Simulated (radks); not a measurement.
Results of a calculation; reference values are marked as such.
Charge is removed step by step from the 3s1/2 level of Cd, starting from [Kr] 4d10 5s2. Code: a radial shooting solver on a logarithmic mesh with Libxc functionals. Model: Dirac Kohn-Sham, PBEsol, spin-unpolarised, spherical densities, point nucleus.

removed (e)  E - E(0) (eV)  eigenvalue (eV)  E minus straight line (eV)
0                    0.000          -732.77                       0.000
0.25                184.25          -741.28                      -3.277
0.5                 370.66          -750.00                      -4.401
0.75                559.27          -758.89                      -3.324
1                   750.12          -767.96                       0.000

Removing the whole electron costs 750.12 eV by Delta-SCF, against 732.77 eV from minus the eigenvalue at the starting occupation. Slater's transition state (half an electron removed) gives 750.00 eV. Integrating minus the eigenvalue over the occupation (Janak's theorem) gives 750.12 eV. The mean slope of the eigenvalue, de/dn, is 35.2 eV per electron.
